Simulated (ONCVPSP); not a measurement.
Configuration tests for Lu (Z = 71) (ONCV)

ONCVPSP 4.0.1 input, shortened (lines: element, Z, core and valence counts, functional; n l f; lmax; l rc ep ncon nbas qcut; lloc lpopt rc5 dvloc0; l nproj debl; icmod fcfact rcfact), PBE, scalar-relativistic:

```
  Lu 71.00    9    5        4      upf
    1    0    2.00
    2    0    2.00
    2    1    6.00
    3    0    2.00
    3    1    6.00
    3    2   10.00
    4    0    2.00
    4    1    6.00
    4    2   10.00
    4    3   14.00
    5    0    2.00
    5    1    6.00
    5    2    1.00
    6    0    1.00
    3
    0    1.85    0.00    3    8    6.40
    1    1.80    0.00    4    7    6.30
    2    2.90    0.00    4    9    6.30
    3    1.20    0.00    4    8   12.20
    4    5    1.15    6.00
    0    2    3.40
    1    2    2.80
    2    2    1.60
    3    2    1.60
    3    2.00    1.25
```

Energies are relative to the spin-unpolarised reference configuration 4f14 5s2 5p6 5d1 6s1; without spin polarisation the order of configurations can differ from experiment.

```csv
valence configuration,charge,ΔE all-electron (eV),error AE − PS (meV)
4f14 5s2 5p6 5d1 6s2,0,-7.366,+1.4
4f14 5s2 5p6 5d1 6s0,+2,13.279,-4.6
4f14 5s2 5p6 5d0 6s0,+3,33.236,-0.9
```

(1) What are ΔE and the potential's error for 4f13 5s2 5p6 5d2 6s1?

Note: no bound ghost flagged; GHOST(+) flagged for s at 129.2 eV.

Results:

(1) ΔE = 11.409 eV all-electron; the error (AE − PS) is +249 meV.
